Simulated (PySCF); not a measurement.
# Predicted spectroscopic data

Level of theory: structure optimised with GFN2-xTB, GIAO PBE0/pcSseg-1 shieldings, in PySCF (single conformer, gas phase, non-relativistic Hamiltonian, rapidly exchanging positions averaged).

References, each an isolated molecule treated in the same way: 1H and 13C against TMS. Splittings of carbon signals by F and P are missing where no couplings were computed. Where no couplings were computed, multiplicities follow the n + 1 count of equivalent neighbours, and m marks all less simple cases (inequivalent or close neighbours, rings, F or P nearby). Shifts are as computed. Against solution values, carbons near 30 ppm lie about +3 ppm off and those near 130 ppm about +5 ppm. Of 1211 compounds with measured shifts, 218 miss one by over three times the rms of a fit or turn the order of signals round; such compounds aren't used in these exercises.

Compound 1 (C$_{8}$H$_{11}$FO). 1H NMR (600 MHz, computed): δ 6.29 (m, 1H), 5.45 (m, 1H), 5.45 (m, 1H), 2.96 (m, 1H), 2.89 (m, 1H), 2.77 (m, 1H), 2.39 (m, 1H), 1.48 (m, 1H), 1.16 (d, 3H). 13C{1H} NMR (computed): δ 176.0 (C), 146.5 (CH), 125.8 (CH2), 50.8 (CH), 40.0 (CH), 31.9 (CH), 26.9 (CH2), 19.3 (CH3). Structure: SMILES C=C[C@@H]1[C@@H](C(=O)F)C[C@@H]1C.

Compound 2 (C$_{7}$H$_{16}$P$_{2}$). 1H NMR (600 MHz, computed): δ 2.39 (m, 3H), 2.37 (m, 3H), 1.94 (m, 2H), 1.46 (m, 2H), 1.01 (m, 6H). 13C{1H} NMR (computed): δ 213.2, 37.3, 32.1, 28.9, 28.3, 18.2. Structure: SMILES CC(C)=PCCP(C)C.
